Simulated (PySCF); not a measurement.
From one molecule to another.

First species: CH11NOSi3.
Cartesian coordinates in Å at the GFN2-xTB level; atoms count from 1:
```xyz
17
CH11NOSi3 angstrom
C      2.3926   -0.6549   -0.1110
Si     1.2591    0.0037    1.2712
Si    -0.5983    1.0913    0.4635
N     -0.1746    1.8346   -1.0376
O     -1.7975    0.0517    0.0846
Si    -2.4411   -1.3099   -0.4870
H      3.2781   -1.1413    0.2886
H      1.8687   -1.3779   -0.7307
H      2.7252    0.1493   -0.7617
H      0.9469   -1.1383    2.1493
H      2.0736    0.9149    2.0997
H     -1.3197    1.9797    1.3927
H     -0.9134    2.1093   -1.6666
H      0.5653    2.5165   -1.0591
H     -2.3243   -2.3184    0.5669
H     -1.7157   -1.7255   -1.6883
H     -3.8319   -0.9728   -0.7845
```

Second species: C₇H₈O₂.
Z-matrix (Å and degrees, GFN2-xTB geometry), rows numbered from 1:
```
C 
C   1  1.3257
C   2  1.4648  1  125.18
C   3  1.3406  2  120.04  1  -149.19
C   3  1.4558  2  120.78  1    30.97
C   5  1.3381  3  125.47  2    26.85
C   6  1.4657  5  123.26  3   178.29
O   7  1.2076  6  124.35  5  -177.34
O   7  1.3473  6  114.01  5     3.13
H   1  1.0766  2  122.20  3    -1.26
H   1  1.0766  2  121.43  3   177.41
H   2  1.0824  1  119.70  3  -175.75
H   4  1.0767  3  121.71  2    -2.04
H   4  1.0766  3  121.71  2   178.52
H   5  1.0824  3  115.83  2  -156.88
H   6  1.0798  5  122.27  3    -0.33
H   9  0.9693  7  109.27  6   179.74
```

Levels: PBE0/def2-SVPD for dipole moment, HOMO energy, LUMO energy, HOMO–LUMO gap, static isotropic polarisability and electronic spatial extent ⟨r²⟩ about the centre of nuclear charge; TDDFT PBE0/def2-SVPD for lowest singlet excitation; TDA PBE0/def2-SVPD for lowest triplet excitation (Tamm–Dancoff); GFN2-xTB for rotational constant A and rotational constant C. Geometries: GFN2-xTB. All species are isolated and taken at one optimised geometry, non-relativistic unless stated; the electronic structure was computed with PySCF and density fitting.

Dipoles, sizes and rotational constants follow the conformer. The torsions of the flexible species, by atom-mapped SMILES:
- `[CH3:1][SiH2:2][Si@@H:3]([NH2:4])[O:5][SiH3:6]`: C1–Si2–Si3–N4 -31°, Si2–Si3–O5–Si6 -38°, H–N4–Si3–Si2 161°, H–N4–Si3–Si2 -60°
- `[CH2:1]=[CH:2][C:3](=[CH2:4])/[CH:5]=[CH:6]/[C:7](=[O:8])[OH:9]`: C1–C2–C3–C4 -149°, C2–C3–C5–C6 27°, C5–C6–C7–O8 -177°, H–O9–C7–C6 180°

Problem. Which has the higher static isotropic polarisability?

Solution. The first: 103.7 au against 99.5 au, a difference of 4.2 au.

Problem. Which has the higher dipole moment?

Solution. The second: 2.83 D against 1.44 D, a difference of 1.39 D.

Problem. Which has the higher S1 energy?

Solution. The first: 5.76 eV against 4.44 eV, a difference of 1.32 eV.

Problem. Which has the higher rotational constant C?

Solution. The first: 0.900 GHz against 0.723 GHz, a difference of 0.177 GHz.

Problem. Which has the higher rotational constant A?

Solution. The second: 3.080 GHz against 2.311 GHz, a difference of 0.769 GHz.

Problem. Which of the two has the higher HOMO energy, and by how much?

Solution. The second: -7.00 eV against -7.25 eV, a difference of 0.25 eV.

Problem. Which has the higher T1 energy?

Solution. The first: 5.23 eV against 2.72 eV, a difference of 2.51 eV.

Problem. Which has the higher HOMO–LUMO gap?

Solution. The first: 7.04 eV against 4.98 eV, a difference of 2.06 eV.

On the first: The principal polarisabilities are 98.0, 100.0 and 113.0 au; their mean is the isotropic value. S1 lies 1.28 eV below the HOMO–LUMO gap; its leading configuration is HOMO→LUMO+1, weight 0.71.

On the second: In atomic units the dipole is 1.11 e·bohr (1 au = 2.5417 D). S1 lies 0.54 eV below the HOMO–LUMO gap; its leading configuration is HOMO→LUMO, weight 0.84.
